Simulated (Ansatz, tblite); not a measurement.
Removing and adding an electron: SiH(NHMe)3 (C₃H₁₃N₃Si). The state is a singlet with charge 0. Geometry: r2SCAN-D4/def2-SVP. Ansatz, gas phase; energy differences of separate SCF runs; the oxidised species was run as a doublet alone; the reduced species was run as a doublet alone.

Cartesian coordinates in Å:
```
Si 0.2680 0.2013 -0.1512
H 0.0416 1.6190 -0.5856
N 1.1008 -0.9308 -1.1549
C 0.5802 -1.6095 -2.3225
H 2.1156 -0.8973 -1.1147
H 0.8669 -2.6777 -2.3446
H -0.5194 -1.5644 -2.3028
H 0.9102 -1.1591 -3.2797
N -1.3438 -0.4276 -0.0292
C -2.5432 0.3373 0.2369
H -1.4490 -1.4251 0.1397
H -2.8708 0.3050 1.2955
H -2.3668 1.3961 -0.0123
H -3.3955 0.0012 -0.3821
N 1.3287 0.3630 1.2111
C 1.3782 1.4906 2.1167
H 1.7208 -0.4901 1.6021
H 2.4141 1.7375 2.4139
H 0.9700 2.3833 1.6157
H 0.7934 1.3473 3.0480
```

The xTB rows come from tblite. HOMO above LUMO, or a gap near zero within one spin, warns that the state may not be the lowest or that an electron is smeared out.

| level | −HOMO (eV) | vertical IE (eV) | −LUMO (eV) | vertical EA (eV) | HOMO–LUMO gap (eV) | IE − EA (eV) | remarks |
| --- | --- | --- | --- | --- | --- | --- | --- |
| GFN1-xTB | 10.00 | 12.79 | 3.85 | 1.56 | 6.15 | 11.23 | – |
| GFN2-xTB | 9.25 | 12.06 | 3.22 | 0.19 | 6.03 | 11.87 | – |
| PBE-D4/def2-TZVP | 4.83 | 7.53 | -0.32 | – | 5.15 | – | gap within one spin near zero (+1 doublet) |
| PBE-D4/def2-TZVPD | 4.90 | – | 0.34 | -0.87 | 4.55 | – | HOMO above zero (-1 doublet) |
| revPBE-D4/def2-TZVP | 4.78 | 7.56 | -0.40 | – | 5.18 | – | gap within one spin near zero (+1 doublet) |
| revPBE-D4/def2-TZVPD | 4.84 | – | 0.35 | -0.84 | 4.49 | – | HOMO above zero (-1 doublet) |
| PBE0-D4/def2-TZVP | 6.18 | 7.98 | -1.14 | – | 7.32 | – | – |
| PBE0-D4/def2-TZVPD | 6.23 | – | -0.28 | -1.07 | 6.50 | – | HOMO above zero (-1 doublet) |

   A HOMO above zero means that the electron is unbound at that level or that self-interaction error raises the level; the energy of removing that electron tells which. Raw xTB energy differences between charge states are shifted by several eV; the methods need an empirical correction for them. A negative affinity means that the extra electron isn't bound; its size then hangs on the basis.
